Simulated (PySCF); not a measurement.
PySCF 2.14 output of a UHF calculation on a single atom or ion in cc-pVTZ-DK (5s4p2d1f, 34 functions), with scalar relativity by spin-free X2C-1e:

```
SCF conv_tol = 1e-09
number electrons alpha = 7  beta = 6
cycle= 1 E= -242.313552294393  delta_E= -0.00305  |g|= 0.0186  |ddm|= 0.0631
cycle= 2 E= -242.314203428451  delta_E= -0.000651  |g|= 0.00894  |ddm|= 0.0351
cycle= 3 E= -242.314399629651  delta_E= -0.000196  |g|= 0.00078  |ddm|= 0.0421
cycle= 4 E= -242.314401364627  delta_E= -1.73e-06  |g|= 0.000204  |ddm|= 0.0113
cycle= 5 E= -242.31440149152  delta_E= -1.27e-07  |g|= 5.49e-05  |ddm|= 0.00332
cycle= 6 E= -242.314401499017  delta_E= -7.5e-09  |g|= 1.33e-05  |ddm|= 0.000794
cycle= 7 E= -242.314401499449  delta_E= -4.32e-10  |g|= 2.08e-06  |ddm|= 0.000173
converged SCF energy = -242.314401499449  <S^2> = 0.76948259  2S+1 = 2.0193886
```

The run itself started from symmetry-adapted Hartree-Fock orbitals and held the occupation by maximum overlap, so the iterations belong to that start.

Task: Which element, charge and spin multiplicity is this?

Result: Al (aluminium, neutral), multiplicity 2; the state was [Ne] 3s2 3p1, 2P determinant.
